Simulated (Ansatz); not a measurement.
Cost and result for the atomization energy of `C[BH][Ga]([NH2])[OH]` (12 atoms, 11 bonds).

```csv
atom,x (Å),y (Å),z (Å)
C1,-0.207,1.491,-1.700
B2,-0.106,1.269,-0.169
Ga3,0.353,-0.577,0.687
N4,-0.742,-1.676,1.650
O5,2.024,-1.219,0.475
H6,0.327,0.780,-2.332
H7,-0.003,2.514,-2.025
H8,-1.284,1.330,-1.899
H9,-0.362,2.195,0.552
H10,-0.488,-2.593,1.974
H11,-1.704,-1.466,1.857
H12,2.191,-2.047,0.931
```

Total charge 0; spin multiplicity 1. Correlated methods include outer-core shells of Ga, which these sets cover unevenly. Scalar relativity is left out up to krypton. All single points use the PBE0-D4/def2-TZVP geometry. It is one conformer, not always the lowest. Program: Ansatz. Hardware: A = 2 threads of an AMD EPYC 7R13 on a shared host; B = 2 threads of an AMD EPYC 7R13 on a shared host and a share of an NVIDIA H100 80 GB. Times are those of one run each, without the atoms' runs, and a repeat can differ threefold. Electronic energies, without spin–orbit coupling; frozen cores. CCSD(T)/CBS adds CCSD(T) − MP2 in def2-TZVPP to the MP2 limit, and its time is that of the two runs behind it. T1 = 0.013. With those shells the extrapolation isn't a true limit. B3LYP takes the VWN-RPA correlation (the form of Gaussian; ORCA's B3LYP/G).

CCSD(T)/CBS is a level of theory with its own doubt, some kJ/mol a heavy atom from the limit and from the frozen cores, so smaller differences don't rank the functionals.

| level | functions | wall time |
| --- | --- | --- |
| CCSD(T)/def2-SVP [B] | 123 | 1.7 s |
| LDA (SPW92)/def2-TZVPP [A] | 270 | 2.3 s |
| CCSD(T)/def2-TZVPP [B] | 270 | 3.1 s |
| BLYP-D4/def2-TZVPP [A] | 270 | 3.8 s |
| PBE-D4/def2-TZVPP (with forces) [A] | 270 | 4.1 s |
| MP2/def2-QZVPP [B] | 527 | 4.6 s |
| CAM-B3LYP-D4/def2-TZVPP [A] | 270 | 7 s |
| r2SCAN-D4/def2-TZVPP (with forces) [A] | 270 | 7 s |
| CCSD(T)/CBS(def2) | – | 7.7 s |
| r2SCANh-D4/def2-TZVPP [A] | 270 | 8 s |
| B3LYP-D4/def2-TZVPP (with forces) [A] | 270 | 8.5 s |
| PBE-QIDH/def2-TZVPP [A] | 270 | 11 s |
| ωB97M-V/def2-TZVPP (with forces) [A] | 270 | 18 s |

Question: What atomization energy does each give, and how far from CCSD(T)/CBS? (Best estimate.)

Answer: Computed: 
```json
{"level": "CCSD(T)/def2-SVP [B]", "atomization (kcal/mol)": "940.3", "difference from CCSD(T)/CBS": "-62.5", "per bond": "-5.7"}
{"level": "LDA (SPW92)/def2-TZVPP [A]", "atomization (kcal/mol)": "1143.4", "difference from CCSD(T)/CBS": "140.6", "per bond": "12.8"}
{"level": "CCSD(T)/def2-TZVPP [B]", "atomization (kcal/mol)": "977.0", "difference from CCSD(T)/CBS": "-25.8", "per bond": "-2.3"}
{"level": "BLYP-D4/def2-TZVPP [A]", "atomization (kcal/mol)": "997.8", "difference from CCSD(T)/CBS": "-5.0", "per bond": "-0.5"}
{"level": "PBE-D4/def2-TZVPP (with forces) [A]", "atomization (kcal/mol)": "1016.6", "difference from CCSD(T)/CBS": "13.8", "per bond": "1.3"}
{"level": "MP2/def2-QZVPP [B]", "atomization (kcal/mol)": "1008.7", "difference from CCSD(T)/CBS": "5.9", "per bond": "0.5"}
{"level": "CAM-B3LYP-D4/def2-TZVPP [A]", "atomization (kcal/mol)": "1006.2", "difference from CCSD(T)/CBS": "3.4", "per bond": "0.3"}
{"level": "r2SCAN-D4/def2-TZVPP (with forces) [A]", "atomization (kcal/mol)": "1002.9", "difference from CCSD(T)/CBS": "0.1", "per bond": "0.0"}
{"level": "CCSD(T)/CBS(def2)", "atomization (kcal/mol)": "1002.8", "difference from CCSD(T)/CBS": "0.0", "per bond": "0.0"}
{"level": "r2SCANh-D4/def2-TZVPP [A]", "atomization (kcal/mol)": "996.2", "difference from CCSD(T)/CBS": "-6.6", "per bond": "-0.6"}
{"level": "B3LYP-D4/def2-TZVPP (with forces) [A]", "atomization (kcal/mol)": "999.5", "difference from CCSD(T)/CBS": "-3.3", "per bond": "-0.3"}
{"level": "PBE-QIDH/def2-TZVPP [A]", "atomization (kcal/mol)": "993.6", "difference from CCSD(T)/CBS": "-9.2", "per bond": "-0.8"}
{"level": "ωB97M-V/def2-TZVPP (with forces) [A]", "atomization (kcal/mol)": "1001.9", "difference from CCSD(T)/CBS": "-0.9", "per bond": "-0.1"}
```

From BLYP to BHLYP (50 % exact exchange), in def2-TZVPP and without D4, the atomization energy moves by −22.6 kcal/mol: exact exchange takes away binding that semilocal exchange gives to molecules. At CCSD(T), def2-SVP lies −62.5 kcal/mol from the extrapolated value and def2-TZVPP −25.8 kcal/mol: correlation converges slowly with the basis, and small sets miss more of it in the bonded molecule than in its fragments. The D4 term adds +8.1 kcal/mol with B3LYP and +4.3 kcal/mol with PBE0; it sums over pairs of atoms, weighted by their polarisabilities, and B3LYP, whose exchange is more repulsive, gets the larger term.
